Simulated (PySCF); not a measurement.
# Working out the ionisation energy of Br

Br [Ar] 3d10 4s2 4p5 (2P) → Br⁺ [Ar] 3d10 4s2 4p4 (3P). All numbers are calculated (PySCF 2.14, scalar relativity by spin-free X2C-1e, in aug-cc-pVDZ-DK). Frozen: [Ar] 3d10. Energies in hartree (1 hartree = 27.21139 eV):

```csv
part,Br (lower),Br⁺ (upper)
UHF,-2604.300226,-2603.903970
CCSD correlation,-0.112599,-0.089364
(T),-0.001735,-0.001106
```

Question: What does Hartree-Fock give?

Answer: (-2603.903970) − (-2604.300226) = 0.396256 hartree = 10.783 eV.

Question: What do CCSD and CCSD(T) give?

Answer: The CCSD correlation energies differ by 0.023235 hartree = 0.632 eV and the triples by 0.000629 hartree = 0.017 eV, so CCSD gives 11.415 eV and CCSD(T) 11.432 eV.

Measured between the centres of the two terms (NIST): 11.844 eV, so CCSD(T) (valence) is off by -0.412 eV.

A double-zeta basis recovers only part of the correlation energy.

What remains against the reference includes basis incompleteness, the frozen core and higher excitations.
